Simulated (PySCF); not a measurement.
Relaxation of doublet ReOI₂

All numbers come from UPBE0/[Re def2-SVP with ECP60, O def2-SVP, I def2-SVP with ECP28], scalar-relativistic core potentials, density fitting, no spin–orbit coupling, PySCF. A (50,194) grid was used.

A hand-made T-shaped (ligand arrangement 2) start, of C2v symmetry, held to at least that symmetry:

Coordinates in bohr (charge 0 multiplicity 2):
```
Re    0.0000    0.0000   -0.2132
O     0.0000    0.0000    3.1127
I     4.9859    0.0000   -0.0391
I    -4.9859    0.0000   -0.0391
```

(1) What does it relax to?

(2) How much energy is released, and in how many steps?

Results:

(1) It ends at C2v with Re–I 2.563 Å (×2), Re–O 1.646 Å; I–Re–I 124.3°, I–Re–O 117.8° (×2) (after a last refinement on a finer grid). A frequency run shows a minimum. Other isomers or separated fragments may lie lower.

(2) 177.5 kJ/mol in 8 steps.

With open d or f shells other occupations or spin states may lie lower. No spin–orbit coupling is included, which matters more the heavier the element.
